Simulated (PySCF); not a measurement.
**Computed properties of Ge(H)2(F)(Et) (C₂H₇FGe), SMILES C[CH2][GeH2][F]**

C2H7FGe, SMILES C[CH2][GeH2][F]. Geometry: B3LYP-D3(BJ)/def2-SVP. Other conformers were not sampled. All values are computed for the isolated molecule unless a solvent is named; none is compared with measurement here.

**Structure.** All 27 harmonic modes at B3LYP-D3(BJ)/def2-SVP (PySCF) are real, so it is a minimum. With heavy atoms numbered as in [GeH2:1]([F:2])[CH2:3][CH3:4], the shortest bond between them is C3–C4 at 1.532 Å and the longest Ge1–C3 at 1.957 Å.

**Vibrations.** The strongest infrared lines (harmonic, unscaled, degenerate partners summed) lie at 2135 cm⁻¹ (164 km/mol, H 98 %), 810 cm⁻¹ (132 km/mol, H 94 %), 2126 cm⁻¹ (107 km/mol, H 99 %). The softest mode is at 60 cm⁻¹ and the zero-point energy is 52.1 kcal/mol.

**Electronic structure.** PBE0/def2-TZVP (PySCF) places the frontier levels at -8.49 and 0.33 eV, a gap of 8.82 eV, and gives a dipole moment of 2.47 D and a mean polarisability of 54.2 bohr³. PBE/def2-TZVP (PySCF) at the same geometry gives -7.18 and -0.58 eV, so its gap is 2.22 eV narrower. An orbital gap is neither the optical nor the fundamental gap.

**Excitations.** TDDFT-ωB97X/def2-SVPD (PySCF) has S1 at 7.62 eV (163 nm, f = 0.008, weak); the most intense of the 10 singlets computed lies at 9.21 eV (f = 0.22). T1 (TDA) is at 7.33 eV. TDDFT-PBE/def2-SVPD (PySCF) puts S1 at 6.57 eV. No vertical singlet excitation falls in the visible range (under 3.1 eV).

**NMR.** GIAO shifts at KT2/pcSseg-1 (PySCF) (non-relativistic, atoms alike by connectivity averaged): ¹³C from 12.7 to 18.2 ppm against TMS; ¹H from 1.4 to 5.9 ppm against TMS; ¹⁹F at -287.1 ppm against CFCl3.
